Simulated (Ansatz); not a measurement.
Basis-set extrapolation for CH₃AlO₂S, SMILES `O=[C](S)[AlH][OH]` (PBE0-D4/def2-TZVP geometry, frozen core, Ansatz 0.2.0). Multiplicity 1, RHF reference.

```tsv
	def2-TZVPP	def2-QZVPP
HF	-828.935548	-828.963195
MP2 correlation	-0.877402	-0.947807
CCSD(T) correlation	-0.944626	not run
```

Energies in hartree. Use E(X) = E(∞) + A·exp(−7.88·√X) for Hartree–Fock and E(X) = E(∞) + B·X^(−2.97) for correlation, with X = 3 and 4, and add CCSD(T) minus MP2 of the smaller set to the MP2 limit.

Q: What is the CCSD(T) energy at the basis-set limit?

A: HF limit: -828.963195 + (-0.027647) × 0.13774 = -828.96700. MP2 limit: -0.947807 + (-0.070405) × 0.74074 = -0.99996. Higher-order term: -0.944626 − (-0.877402) = -0.06722. Total: -830.03418 hartree, 404.3 kJ/mol below CCSD(T)/def2-TZVPP.
